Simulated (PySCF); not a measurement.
**Basis-set dependence of population analyses: `CNBNC`**

Compound: C2H9BN2.
Numbering: `[CH3:1][NH:2][BH:3][NH:4][CH3:5]` (hydrogens: H6, H7, H8 on C1; H9 on N2; H10 on B3; H11 on N4; H12, H13, H14 on C5)

PBE0 throughout (PySCF), one geometry, spherical d and f functions. One conformer (not necessarily the lowest) at the PBE0-D3(BJ)/def2-SVP geometry, without solvent, vibrations or thermal averaging. Atoms taken as equivalent share a column and are averaged.

Mulliken charges (e):

```json
{"basis": "STO-3G", "functions": "34", "C1/C5": "-0.144", "N2/N4": "-0.390", "B3": "+0.276", "H6 (×6)": "+0.083", "H9/H11": "+0.185", "H10": "-0.075"}
{"basis": "6-31G", "functions": "63", "C1/C5": "-0.311", "N2/N4": "-0.726", "B3": "+0.539", "H6 (×6)": "+0.166", "H9/H11": "+0.304", "H10": "-0.069"}
{"basis": "pcSseg-0", "functions": "63", "C1/C5": "-0.399", "N2/N4": "-0.861", "B3": "+0.609", "H6 (×6)": "+0.220", "H9/H11": "+0.306", "H10": "-0.018"}
{"basis": "6-31G*", "functions": "88", "C1/C5": "-0.367", "N2/N4": "-0.590", "B3": "+0.311", "H6 (×6)": "+0.171", "H9/H11": "+0.317", "H10": "-0.059"}
{"basis": "cc-pVDZ", "functions": "115", "C1/C5": "+0.007", "N2/N4": "-0.116", "B3": "-0.093", "H6 (×6)": "+0.041", "H9/H11": "+0.071", "H10": "-0.078"}
{"basis": "def2-SVP", "functions": "115", "C1/C5": "+0.048", "N2/N4": "-0.220", "B3": "-0.046", "H6 (×6)": "+0.037", "H9/H11": "+0.118", "H10": "-0.068"}
{"basis": "6-311+G(2d,p)", "functions": "189", "C1/C5": "-0.437", "N2/N4": "-0.401", "B3": "+0.483", "H6 (×6)": "+0.138", "H9/H11": "+0.203", "H10": "-0.042"}
{"basis": "aug-cc-pVDZ", "functions": "196", "C1/C5": "+0.764", "N2/N4": "-0.046", "B3": "-0.047", "H6 (×6)": "-0.213", "H9/H11": "-0.150", "H10": "+0.189"}
{"basis": "def2-TZVP", "functions": "209", "C1/C5": "-0.256", "N2/N4": "-0.324", "B3": "+0.071", "H6 (×6)": "+0.122", "H9/H11": "+0.192", "H10": "-0.029"}
{"basis": "IGLO-III", "functions": "265", "C1/C5": "-0.312", "N2/N4": "-0.330", "B3": "+0.384", "H6 (×6)": "+0.115", "H9/H11": "+0.165", "H10": "-0.119"}
{"basis": "cc-pVTZ", "functions": "276", "C1/C5": "-0.191", "N2/N4": "-0.145", "B3": "-0.056", "H6 (×6)": "+0.088", "H9/H11": "+0.122", "H10": "-0.045"}
{"basis": "pcSseg-2", "functions": "306", "C1/C5": "+0.129", "N2/N4": "-0.514", "B3": "+0.507", "H6 (×6)": "+0.026", "H9/H11": "+0.116", "H10": "-0.125"}
```

IAO charges (e):

```json
{"basis": "STO-3G", "functions": "34", "C1/C5": "-0.304", "N2/N4": "-0.347", "B3": "+0.119", "H6 (×6)": "+0.132", "H9/H11": "+0.204", "H10": "-0.017"}
{"basis": "6-31G", "functions": "63", "C1/C5": "-0.315", "N2/N4": "-0.409", "B3": "+0.123", "H6 (×6)": "+0.142", "H9/H11": "+0.247", "H10": "-0.018"}
{"basis": "pcSseg-0", "functions": "63", "C1/C5": "-0.299", "N2/N4": "-0.391", "B3": "+0.102", "H6 (×6)": "+0.137", "H9/H11": "+0.240", "H10": "-0.024"}
{"basis": "6-31G*", "functions": "88", "C1/C5": "-0.286", "N2/N4": "-0.417", "B3": "+0.145", "H6 (×6)": "+0.133", "H9/H11": "+0.243", "H10": "-0.025"}
{"basis": "cc-pVDZ", "functions": "115", "C1/C5": "-0.284", "N2/N4": "-0.407", "B3": "+0.117", "H6 (×6)": "+0.133", "H9/H11": "+0.245", "H10": "-0.021"}
{"basis": "def2-SVP", "functions": "115", "C1/C5": "-0.275", "N2/N4": "-0.401", "B3": "+0.118", "H6 (×6)": "+0.129", "H9/H11": "+0.242", "H10": "-0.025"}
{"basis": "6-311+G(2d,p)", "functions": "189", "C1/C5": "-0.296", "N2/N4": "-0.429", "B3": "+0.132", "H6 (×6)": "+0.138", "H9/H11": "+0.254", "H10": "-0.020"}
{"basis": "aug-cc-pVDZ", "functions": "196", "C1/C5": "-0.294", "N2/N4": "-0.426", "B3": "+0.126", "H6 (×6)": "+0.138", "H9/H11": "+0.254", "H10": "-0.019"}
{"basis": "def2-TZVP", "functions": "209", "C1/C5": "-0.295", "N2/N4": "-0.428", "B3": "+0.134", "H6 (×6)": "+0.138", "H9/H11": "+0.253", "H10": "-0.021"}
{"basis": "IGLO-III", "functions": "265", "C1/C5": "-0.297", "N2/N4": "-0.430", "B3": "+0.133", "H6 (×6)": "+0.139", "H9/H11": "+0.255", "H10": "-0.020"}
{"basis": "cc-pVTZ", "functions": "276", "C1/C5": "-0.296", "N2/N4": "-0.426", "B3": "+0.133", "H6 (×6)": "+0.138", "H9/H11": "+0.253", "H10": "-0.021"}
{"basis": "pcSseg-2", "functions": "306", "C1/C5": "-0.295", "N2/N4": "-0.430", "B3": "+0.136", "H6 (×6)": "+0.138", "H9/H11": "+0.254", "H10": "-0.021"}
```

Hirshfeld charges (e):

| basis | functions | C1/C5 | N2/N4 | B3 | H6 (×6) | H9/H11 | H10 |
| --- | --- | --- | --- | --- | --- | --- | --- |
| STO-3G | 34 | +0.028 | -0.186 | +0.109 | +0.016 | +0.100 | -0.089 |
| 6-31G | 63 | -0.045 | -0.186 | +0.093 | +0.035 | +0.115 | -0.073 |
| pcSseg-0 | 63 | -0.049 | -0.177 | +0.092 | +0.035 | +0.115 | -0.081 |
| 6-31G* | 88 | -0.048 | -0.184 | +0.093 | +0.035 | +0.118 | -0.072 |
| cc-pVDZ | 115 | -0.057 | -0.180 | +0.098 | +0.036 | +0.118 | -0.077 |
| def2-SVP | 115 | -0.059 | -0.183 | +0.101 | +0.037 | +0.119 | -0.077 |
| 6-311+G(2d,p) | 189 | -0.064 | -0.202 | +0.124 | +0.039 | +0.119 | -0.066 |
| aug-cc-pVDZ | 196 | -0.071 | -0.200 | +0.123 | +0.041 | +0.118 | -0.065 |
| def2-TZVP | 209 | -0.067 | -0.198 | +0.121 | +0.040 | +0.120 | -0.068 |
| IGLO-III | 265 | -0.071 | -0.200 | +0.124 | +0.041 | +0.119 | -0.066 |
| cc-pVTZ | 276 | -0.067 | -0.195 | +0.119 | +0.040 | +0.120 | -0.071 |
| pcSseg-2 | 306 | -0.072 | -0.201 | +0.126 | +0.041 | +0.120 | -0.067 |

ESP-fitted charges (e):

| basis | functions | C1/C5 | N2/N4 | B3 | H6 (×6) | H9/H11 | H10 |
| --- | --- | --- | --- | --- | --- | --- | --- |
| STO-3G | 34 | -0.212 | -0.266 | +0.051 | +0.084 | +0.217 | -0.038 |
| 6-31G | 63 | -0.036 | -0.500 | +0.155 | +0.055 | +0.310 | -0.032 |
| pcSseg-0 | 63 | -0.152 | -0.437 | +0.124 | +0.086 | +0.289 | -0.042 |
| 6-31G* | 88 | -0.067 | -0.451 | +0.121 | +0.058 | +0.296 | -0.024 |
| cc-pVDZ | 115 | -0.057 | -0.366 | +0.028 | +0.051 | +0.263 | -0.012 |
| def2-SVP | 115 | -0.036 | -0.381 | +0.043 | +0.046 | +0.266 | -0.016 |
| 6-311+G(2d,p) | 189 | -0.075 | -0.437 | +0.097 | +0.059 | +0.289 | -0.002 |
| aug-cc-pVDZ | 196 | -0.053 | -0.427 | +0.110 | +0.052 | +0.276 | -0.013 |
| def2-TZVP | 209 | -0.083 | -0.417 | +0.091 | +0.059 | +0.281 | -0.009 |
| IGLO-III | 265 | -0.047 | -0.435 | +0.112 | +0.051 | +0.279 | -0.012 |
| cc-pVTZ | 276 | -0.083 | -0.401 | +0.088 | +0.059 | +0.272 | -0.016 |
| pcSseg-2 | 306 | -0.063 | -0.431 | +0.114 | +0.055 | +0.280 | -0.014 |

Some averages cover members that differ in this geometry, most widely: H6 (×6), Mulliken in aug-cc-pVDZ -0.297 to -0.164; C1/C5, ESP-fitted in aug-cc-pVDZ -0.083 to -0.024; C1/C5, ESP-fitted in 6-311+G(2d,p) -0.104 to -0.047; C1/C5, ESP-fitted in pcSseg-2 -0.091 to -0.034 e.

Task: Which scheme is steadiest as the basis changes?

Result: Largest range over the bases for any column: IAO 0.08 e, Hirshfeld 0.10 e, ESP-fitted 0.23 e, Mulliken 1.20 e. IAO charges move least and Mulliken charges most, counted in e. Without the minimal STO-3G basis the ranges are IAO 0.04, Hirshfeld 0.03, ESP-fitted 0.13, Mulliken 1.20 e.

Task: How much do the charges still move between the two largest bases, cc-pVTZ and pcSseg-2?

Result: At most, over all atoms: Mulliken 0.562 e, IAO 0.004 e, Hirshfeld 0.007 e, ESP-fitted 0.031 e.

Task: What do the same runs give for the total energy, the frontier levels and the dipole moment?

Result: 
```
        basis  energy (Eh)  HOMO (eV)  LUMO (eV)  μ (D)
       STO-3G    -213.1167      -3.61       5.90   1.54
        6-31G    -215.7249      -5.80       2.60   1.55
     pcSseg-0    -215.3011      -5.96       2.34   1.52
       6-31G*    -215.7752      -5.86       2.56   1.58
      cc-pVDZ    -215.7946      -5.92       2.03   1.57
     def2-SVP    -215.6312      -6.00       1.95   1.58
6-311+G(2d,p)    -215.8497      -6.16       0.19   1.46
  aug-cc-pVDZ    -215.8109      -6.14      -0.06   1.41
    def2-TZVP    -215.8656      -6.15       1.09   1.49
     IGLO-III    -215.8735      -6.16       0.64   1.42
      cc-pVTZ    -215.8623      -6.12       1.28   1.48
     pcSseg-2    -215.8697      -6.18       0.65   1.44
```

The dipole is fixed by the density alone, so its range of 0.17 D shows that the density itself changes with the basis, not only its division among atoms.
